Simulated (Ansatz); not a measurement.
`C[SiH](F)B[SiH3]` + H₂ → `F[SiH2]B[SiH3]` + CH₄  (hydrogenolysis of the Si–C bond)

Program: Ansatz. Geometries: PBE0-D4/def2-TZVP. ΔE: electronic, gas phase. CCSD(T)/CBS is the MP2 limit (def2-TZVPP, def2-QZVPP) plus CCSD(T) − MP2 in def2-TZVPP, frozen cores. This one scheme is used for every species. Functionals use def2-TZVPP. One conformer a species, not always the lowest.

```tsv
level	ΔE (kJ/mol)	difference from CCSD(T)/CBS
CAM-B3LYP-D4	-24.9	-5.3
ωB97X-V	-21.9	-2.3
ωB97M-V	-19.5	0.1
B2PLYP	-26.6	-7.0
PBE-QIDH	-21.8	-2.2
revPBE	-25.9	-6.3
BLYP	-31.3	-11.7
r2SCANh	-20.5	-0.9
LC-ωPBE	-23.7	-4.1
RPA@PBE/def2-TZVPP	-23.8	-4.2
MP2/def2-SVP	-27.2	-7.6
HF/def2-TZVPP	-43.0	-23.4
MP2/def2-TZVPP	-17.4	2.2
SCS-MP2/def2-TZVPP	-23.5	-3.9
MP2/def2-QZVPP	-16.0	3.6
MP2/CBS(def2)	-15.0	4.6
CCSD(T)/CBS	-19.6	0
```

Largest T1 diagnostic among the species: 0.013.

In def2-TZVPP, CCSD(T) changes the Hartree–Fock value by +21.1 kJ/mol (the triples alone add +4.0 kJ/mol) and MP2 by +25.7 kJ/mol. The D4 term adds +8.6 kJ/mol with B3LYP and +4.8 kJ/mol with PBE0; it sums over pairs of atoms, weighted by their polarisabilities, and B3LYP, whose exchange is more repulsive, gets the larger term. At CCSD(T), def2-SVP lies −13.0 kJ/mol from the extrapolated value and def2-TZVPP −2.4 kJ/mol.

B3LYP here is the variant with VWN-RPA as its local correlation; programs differ in this.
